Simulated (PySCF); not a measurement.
# Correlation energy of Ho²⁺ (holmium, charge +2)

[Xe] 4f10 5d1, one real determinant (an excited configuration). Calculation: PySCF 2.14, in cc-pVDZ-X2C; the spin-free X2C one-electron Hamiltonian (Gaussian nucleus). Frozen: [Ar] 3d10; 37 electrons correlated.

MP2 pair energies summed by pair of shells (mhartree):

| pair | energy | share (%) |
| --- | --- | --- |
| 4f-4f | -251.73 | 25.3 |
| 4d-4f | -170.96 | 17.2 |
| 4f-5p | -159.32 | 16.0 |
| 5p-5p | -104.39 | 10.5 |
| 4d-4d | -55.76 | 5.6 |
| 4d-5p | -49.04 | 4.9 |
| 4f-5s | -35.23 | 3.5 |
| 4p-4f | -29.39 | 3.0 |
| 5s-5p | -28.16 | 2.8 |
| 4p-4d | -22.89 | 2.3 |
| 5p-5d | -21.34 | 2.1 |
| 4d-5s | -16.47 | 1.7 |
| 4f-5d | -12.01 | 1.2 |
| 4s-4f | -6.49 | 0.7 |
| 4p-4p | -5.47 | 0.5 |
| 5s-5s | -5.44 | 0.5 |
| 4p-5p | -4.99 | 0.5 |
| 4s-4d | -4.42 | 0.4 |
| 4d-5d | -2.84 | 0.3 |
| 5s-5d | -2.50 | 0.3 |
| 4p-5s | -2.43 | 0.2 |
| 4s-4p | -2.37 | 0.2 |
| 4s-4s | -0.47 | 0.0 |
| 4s-5p | -0.44 | 0.0 |
| 4s-5s | -0.23 | 0.0 |
| 4p-5d | -0.19 | 0.0 |
| 4s-5d | -0.03 | 0.0 |

Total MP2 correlation energy: -995.00 mhartree.

Same-spin part -393.62 and opposite-spin part -601.38 mhartree; SCS-MP2 scales them by 1/3 and 6/5 to -852.86 mhartree.

The reference is one real determinant that mixes LS terms of this configuration.

This basis was not built for core-valence correlation, so the inner-shell part is incomplete.
